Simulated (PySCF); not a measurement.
PySCF input for C3H2F3, SMILES [C](F)(/C=C/F)F, multiplicity 2, PBE/pcH-1. Geometry: r2SCAN-D4/def2-SVP. The isomer is the one that the SMILES or the coordinates give; other isomers of the formula were not compared. One conformer was computed; it need not be the lowest.

```python
import numpy as np
from pyscf import gto, scf, dft
from pyscf.prop.hfc import uks as hfc
from pyscf.prop.gtensor import uks as gtensor

mol = gto.M(
    atom='''
    F    -0.19792030    2.64752363    0.00000000
    C     0.34014541    1.42407563    0.00000000
    C    -0.49845065    0.31680743    0.00000000
    C    -0.06102220   -0.98325638    0.00000000
    F    -0.85414030   -2.03455468    0.00000000
    F     1.21471373   -1.32738734    0.00000000
    H     1.43223478    1.40935532    0.00000000
    H    -1.58014832    0.47465009    0.00000000
    ''',
    basis='pcH-1',
    charge=0,
    spin=1,
    max_memory=1600,
    verbose=3,
)
mf = dft.UKS(mol, xc='pbe').density_fit(auxbasis='def2-universal-jkfit')
mf.grids.level = 3
mf.conv_tol = 1e-10
mf.max_cycle = 100
mf.kernel()
fine, coarse = mf.grids, dft.Grids(mol).set(level=1).build(with_non0tab=True)
for _ in range(3):  # follow internal instabilities
    mf.grids = coarse
    mo, _, stable, _ = mf.stability(return_status=True, nroots=4)
    mf.grids = fine
    if stable:
        break
    mf.kernel(mf.make_rdm1(mo, mf.mo_occ))
A = hfc.HFC(mf).make_fcdip(mf.make_rdm1())  # Fermi contact and dipolar terms, MHz
print('atom   A(iso)/MHz   principal dipolar parts/MHz')
for i, a in enumerate(A):
    w = np.linalg.eigvalsh((a + a.T) / 2)
    print(f'{mol.atom_symbol(i):2s}{i + 1:3d} {w.mean():12.2f}', (w - w.mean()).round(2))
gt = gtensor.GTensor(mf)
gt.dia_soc2e, gt.para_soc2e, gt.so_eff_charge = None, None, True
gt.max_cycle_cphf = 60
g = gt.kernel()
```

Program output:

```

WARN: HOMO -0.148127994951743 >= LUMO -0.148127994951732

converged SCF energy = -414.570607615438  <S^2> = 0.7611957  2S+1 = 2.0111645
<class 'pyscf.df.df_jk.DFUKS'> wavefunction is stable in the internal stability analysis
atom   A(iso)/MHz   principal dipolar parts/MHz
F   1        67.05 [-204.53 -176.78  381.3 ]
C   2        51.99 [-54.51 -54.07 108.58]
C   3       -41.61 [-18.27   6.4   11.87]
C   4        49.22 [-50.67 -49.05  99.72]
F   5        59.09 [-154.79 -134.64  289.43]
F   6        53.85 [-132.08 -109.21  241.29]
H   7       -42.52 [-22.09  -1.9   23.98]
H   8         6.08 [-5.03  0.73  4.3 ]
SOC(1e)/OZ [ 0.00375712  0.00333842 -0.00018608]
free electron g 2.00231930436182
g-tensor total [2.00591117 2.00550604 2.00191669]
g-shift (ppt) [ 3.59186425  3.18673515 -0.40261178]
```

The run converged.

Cost: around 3 core-minutes (rough).
